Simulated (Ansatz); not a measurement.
Relaxation of C$_{2}$H$_{6}$BFSi (11 atoms, charge 0, multiplicity 1), to a largest force component of 0.02 eV/Å in at most 50 steps.

The calculation used RKS BLYP-D4/cc-pVDZ in Ansatz.

```xyz
11
Properties=species:S:1:pos:R:3
F 0.927 1.694 0.824
C 0.880 0.478 0.233
C -0.010 -0.499 0.996
B -1.070 -0.794 -0.075
Si -0.186 0.423 -1.261
H 1.910 0.120 0.039
H 0.609 -1.427 1.255
H -0.366 -0.028 1.922
H -2.113 -1.454 -0.081
H -1.625 -1.523 -0.802
H -0.944 1.676 -1.459
```

Question: Where does it end, and by what steps?

Answer: The forces met the threshold. After 16 steps the energy has fallen by 3.655 eV; H10 moved furthest, 1.09 Å. Parted: H9–H10. Joined: Si5–H10.

```csv
step,energy less start (eV),largest force component (eV/Å),accepted
0,0.0000,3.270,yes
1,-0.8719,1.802,yes
2,-1.3622,0.830,yes
3,-1.7192,1.785,yes
4,-2.2004,2.576,yes
5,-2.7376,1.869,yes
6,-3.0970,0.707,yes
7,-3.2721,0.616,yes
8,-3.4293,0.562,yes
9,-3.5539,0.389,yes
10,-3.6259,0.488,yes
11,-3.6447,0.245,yes
12,-3.6525,0.151,yes
13,-3.6537,0.089,yes
14,-3.6544,0.029,yes
15,-3.6543,0.051,no
16,-3.6546,0.007,yes
```

```xyz
11
Properties=species:S:1:pos:R:3
F 1.200 1.575 1.080
C 0.796 0.482 0.278
C -0.030 -0.586 1.071
B -1.332 -0.814 0.133
Si -0.772 0.811 -0.845
H 1.705 0.065 -0.204
H 0.556 -1.516 1.250
H -0.301 -0.166 2.060
H -2.258 -1.576 0.211
H -0.820 -0.873 -1.147
H -0.733 1.263 -2.299
```

Run time: 42 s on 2 threads of Arm Neoverse V1 (shared host), peak memory 0.15 GiB.
